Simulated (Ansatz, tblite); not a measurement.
Oxide piece family: gap (eV) at several levels, gas phase, relaxed structures; Ansatz, xTB through tblite. Core potentials for Hf in the def2 sets, no spin–orbit coupling. A dash marks a value that wasn't run or was left out as unsound. The structures are stationary points that may keep the symmetry of their start.

```json
{"species": "Hf3O12H12", "state": "singlet", "geometry": "PBE-D4/def2-SVP", "GFN1-xTB": "3.87", "GFN2-xTB": "3.82", "r2SCAN-D4/def2-TZVP": "5.87", "B3LYP-D4/6-31G": "–", "PBE0-D4/def2-SVP": "7.38", "PBE0-D4/def2-TZVP": "7.41"}
{"species": "Mg5O7H4", "state": "singlet", "geometry": "PBE-D4/def2-SVP", "GFN1-xTB": "1.47", "GFN2-xTB": "0.89", "r2SCAN-D4/def2-TZVP": "2.84", "B3LYP-D4/6-31G": "3.61", "PBE0-D4/def2-SVP": "4.28", "PBE0-D4/def2-TZVP": "4.27"}
{"species": "Zn3O6H6", "state": "singlet", "geometry": "r2SCAN-D4/def2-SVP", "GFN1-xTB": "4.99", "GFN2-xTB": "4.17", "r2SCAN-D4/def2-TZVP": "4.75", "B3LYP-D4/6-31G": "5.80", "PBE0-D4/def2-SVP": "6.32", "PBE0-D4/def2-TZVP": "6.57"}
{"species": "Ca4O6H4", "state": "singlet", "geometry": "B3LYP-D4/def2-SVP", "GFN1-xTB": "2.34", "GFN2-xTB": "0.69", "r2SCAN-D4/def2-TZVP": "2.35", "B3LYP-D4/6-31G": "2.67", "PBE0-D4/def2-SVP": "3.27", "PBE0-D4/def2-TZVP": "3.40"}
```

Over the 3 species that have every level, the mean is 2.93 at GFN1-xTB, 1.92 at GFN2-xTB, 3.31 at r2SCAN-D4/def2-TZVP, 4.02 at B3LYP-D4/6-31G, 4.62 at PBE0-D4/def2-SVP, 4.75 at PBE0-D4/def2-TZVP. Orbital gaps grow with the share of exact exchange and aren't one observable across functionals.
